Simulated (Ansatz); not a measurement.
The cluster Nb₄⁻. Total charge -1; quartet. Geometry PBE0-D4/def2-SVPD; atoms count from 1.

```xyz
4

Nb   -0.170    0.609   -1.442
Nb    1.239    0.646    0.526
Nb   -1.065    0.221    1.139
Nb   -0.004   -1.477   -0.223
```

In the def2 sets Nb takes a core potential; there is no spin–orbit coupling. The charge -1 quartet is spin-contaminated (final ⟨S²⟩ up to 3.93, 3.75 for a pure state). The highest occupied level of the charge -1 quartet lies above zero (up to 0.08 eV). The electron is either unbound and held by the finite basis, or the level is raised by self-interaction error. At PBE0-D4/def2-TZVPD a doublet of charge -1 lies 0.13 eV below the quartet, each at its own geometry. The structure comes from a short search, and lower isomers may exist.

**Question.** Estimate the Mulliken populations from the PBE0/def2-TZVPD orbitals of Ansatz.

**Answer.** 
| atom | charge (e) | spin (α − β) | d electrons |
| --- | --- | --- | --- |
| Nb1 | -0.35 | 1.58 | 3.89 |
| Nb2 | -0.15 | -0.08 | 3.93 |
| Nb3 | -0.35 | 1.58 | 3.89 |
| Nb4 | -0.15 | -0.08 | 3.93 |
Mulliken values depend strongly on the basis. With diffuse functions, as here, like atoms can get unlike values, and bond orders can come out too low or too high.

**Question.** Where does the spin sit?

**Answer.** Summed by element: Nb 3.00, of 3 unpaired in all. Largest on single atoms: Nb3 1.58, Nb1 1.58, Nb4 -0.08.

**Question.** And the Mayer bond orders between heavy atoms (over 0.3)?

**Answer.** Nb1–Nb2 2.03 (2.42 Å); Nb1–Nb3 1.65 (2.76 Å); Nb1–Nb4 2.03 (2.42 Å); Nb2–Nb3 2.03 (2.42 Å); Nb2–Nb4 2.08 (2.57 Å); Nb3–Nb4 2.03 (2.42 Å).
